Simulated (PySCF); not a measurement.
PySCF input for germylsilane (GeH6Si), SMILES [SiH3][GeH3], C-PCM-PBE0/def2-SVP. Geometry: PBE0-D3(BJ)/def2-TZVP.

```python
import numpy as np
from pyscf import gto, scf, dft
from pyscf.solvent import pcm

mol = gto.M(
    atom='''
    Si    0.00000000    0.00000000    1.60200750
    Ge   -0.00000000    0.00000000   -0.77558276
    H     1.20902332    0.69802994    2.11318477
    H    -1.20902333    0.69802994    2.11318476
    H    -0.00000001   -1.39605988    2.11318477
    H     1.24668791   -0.71977560   -1.31633697
    H    -1.24668790   -0.71977560   -1.31633698
    H     0.00000000    1.43955120   -1.31633697
    ''',
    basis='def2-SVP',
    charge=0,
    spin=0,
    max_memory=1600,
    verbose=3,
)
mf = dft.RKS(mol, xc='pbe0').density_fit(auxbasis='def2-universal-jkfit')
mf.grids.level = 3
mf.conv_tol = 1e-9
mf.max_cycle = 100
mf.kernel()
res = {}
for name, eps in {'water': 78.355, 'benzene': 2.2706, 'n-hexane': 1.8819}.items():
    s = mf.PCM()
    s.with_solvent.method, s.with_solvent.eps, s.with_solvent.lebedev_order = 'C-PCM', eps, 29
    s.kernel(mf.make_rdm1())
    res[name] = (s.e_tot, eps, s.dip_moment(), s.mo_energy, s.converged)
    print(f'{name}: electrostatic solvation free energy {(s.e_tot - mf.e_tot) * 627.509474:.3f} kcal/mol')
```

Output:

```
converged SCF energy = -2369.34122209249

WARN: PCM is an experimental feature. It is still in testing.
Features and APIs may be changed in the future.

converged SCF energy = -2369.34151105893
Dipole moment(X, Y, Z, Debye):  0.00000,  0.00004,  0.05294
water: electrostatic solvation free energy -0.181 kcal/mol

WARN: PCM is an experimental feature. It is still in testing.
Features and APIs may be changed in the future.

converged SCF energy = -2369.34138232975
Dipole moment(X, Y, Z, Debye):  0.00000,  0.00002,  0.04892
benzene: electrostatic solvation free energy -0.101 kcal/mol

WARN: PCM is an experimental feature. It is still in testing.
Features and APIs may be changed in the future.

converged SCF energy = -2369.34135569139
Dipole moment(X, Y, Z, Debye):  0.00000,  0.00002,  0.04822
n-hexane: electrostatic solvation free energy -0.084 kcal/mol
```

Self-consistency was reached.
